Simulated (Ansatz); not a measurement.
Born–Oppenheimer molecular dynamics of BClF₂H₅NSi (11 atoms, charge 0, multiplicity 1). It starts at the highest image of a converged band. Of that band: The profile has 2 maxima (images 1, 3) with wells between them (image 2): this band takes more than one step, which may be the mechanism or a detour left from its start path. A vibrational analysis at the climbing image gives one clearly imaginary mode, 909i cm⁻¹: a first-order saddle point.

All numbers below come from RKS BLYP-D4/def2-SVP in Ansatz.

```
ensemble                      : NVE (velocity Verlet)
time step                     : 0.5 fs
steps asked                   : 200
starting velocities drawn for : 300 K
seed                          : 2124
```

First frame:

```xyz
11
Properties=species:S:1:pos:R:3
B 0.115 -0.636 -0.045
Cl -0.604 1.143 1.495
F 1.386 -0.324 -0.325
F -0.804 -0.635 -1.013
N -0.123 -1.529 1.169
H -0.974 -2.100 1.061
Si 1.277 -2.364 1.974
H 1.966 -3.272 1.006
H 2.187 -1.292 2.463
H 0.690 -3.150 3.101
H -0.473 -0.422 1.749
```

**Question.** How far do the bonds stretch over the last three quarters of this one trajectory? (Pairs bonded in most of those frames.)

**Answer.** 
```csv
bond,mean (Å),spread (Å),shortest,longest
B1–F3,1.347,0.020,1.31,1.38
B1–F4,1.342,0.017,1.30,1.36
B1–N5,1.442,0.036,1.40,1.52
Cl2–H11,1.320,0.035,1.30,1.45
N5–H6,1.026,0.018,1.00,1.05
N5–Si7,1.790,0.027,1.75,1.83
Si7–H8,1.499,0.035,1.45,1.55
Si7–H9,1.502,0.024,1.46,1.54
Si7–H10,1.500,0.013,1.48,1.52
```

Mean temperature of the second half: 518 K. The conserved energy stayed within 0.081 meV per atom of its start (net change 0.032 meV per atom), so the integration is sound. The kinetic energy rose, since the run started high on the potential surface and went downhill. It ends in pieces (BF2H4NSi + ClH), so much of that is their flight and rotation, not heat. A run of 0.1 ps of so small a system gives no equilibrium averages. The orbitals stay closed-shell, which can raise the energy where a bond breaks towards radicals; this wasn't checked here.

Run time: 2.3 min on 4 threads of Intel(R) Xeon(R) 6975P-C (Granite Rapids) (shared host), peak memory 0.18 GiB.
